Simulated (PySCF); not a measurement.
# Unknowns

Theory: GFN2-xTB geometry, σ from GIAO-PBE0/pcSseg-1, in PySCF (no solvent model, non-relativistic, one conformer, averaged over atoms made equivalent by symmetry, fast rotation or ring inversion).

Referencing at the same level of theory: 1H (σref 31.72) and 13C (σref 186.93) vs TMS. Splittings of carbon signals by F and P are missing where no couplings were computed. Where no couplings were computed, multiplicities follow the n + 1 count of equivalent neighbours, and m marks all less simple cases (inequivalent or close neighbours, rings, F or P nearby). Shifts are as computed. Against solution values, carbons near 30 ppm lie about +3 ppm off and those near 130 ppm about +5 ppm. Of 1211 compounds with measured shifts, 218 miss one by over three times the rms of a fit or turn the order of signals round; such compounds aren't used in these exercises.

(1) C3H13O2PSi2. 1H NMR (300 MHz, computed): δ 5.70 (m, 1H), 5.14 (s, 3H), 4.34 (m, 1H), 1.36 (d, 3H), 1.25 (d, 3H), 0.95 (m, 2H). 13C{1H} NMR (computed): δ 67.4 (CH), 27.7 (CH3), 25.9 (CH3). Identify the compound.

(2) C5H10N2O. 1H NMR (400 MHz, computed): δ 6.24 (d, 1H), 4.76 (m, 1H), 3.63 (m, 1H), 3.45 (s, 3H), 3.03 (s, 3H), 2.63 (m, 1H). 13C{1H} NMR (computed): δ 136.0, 91.0, 60.8, 59.1, 42.9. Identify the compound.

Results:

(1) SMILES P[Si@@H](OC(C)C)O[SiH3]. 3 carbon signals for 3 carbons: no two carbons are equivalent. Carbon types of the structure: 1 × CH, 2 × CH3, leaving 6 H on heteroatoms. δC 67.4: sp3 CH bonded to O; the inductive effect lowers its shielding. δC 27.7, 25.9: methyl carbon; a saturated carbon with 1 carbon neighbour and no heteroatom attached. δH 4.34: hydrogen on an sp3 CH bonded to O; its carbon carries O, which withdraws density. δH 0.95: hydrogen on a phosphorus bonded to Si.

The shifts were computed for this structure.

(2) SMILES N1=C[C@H](OC)CN1C. The formula gives 2 degrees of unsaturation (1 ring in the answer). 5 carbon signals for 5 carbons: no two carbons are equivalent. Carbon types of the structure: 2 × CH, 1 × CH2, 2 × CH3, which accounts for all hydrogens. δC 136.0: C=N carbon. δC 91.0: sp3 CH bonded to O; pulled downfield by the heteroatom. δC 60.8: sp3 CH2 bonded to N; the inductive effect lowers its shielding. δH 3.03: hydrogen on a methyl carbon bonded to N; its carbon carries N, which withdraws density.

This is the structure that produced the data.
